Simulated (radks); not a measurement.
Method: non-relativistic Kohn-Sham, LB94 model potential, spin-unpolarised, spherical densities, point nucleus; computed with a radial shooting solver on a logarithmic mesh with Libxc functionals. Response by self-consistent Sternheimer equations with the Hartree and adiabatic LDA kernel. For heavy and open-shell atoms this level of theory can miss by tens of per cent. Rank Zr, Li, Ga, Cd, Ru+, Ti+ (NIST ground configurations) by static dipole polarisability, largest first.

Answer. Li 130.5, Zr 98.35, Ga 40.98, Cd 39.77, Ti+ 35.41, Ru+ 13.20 bohr^3.
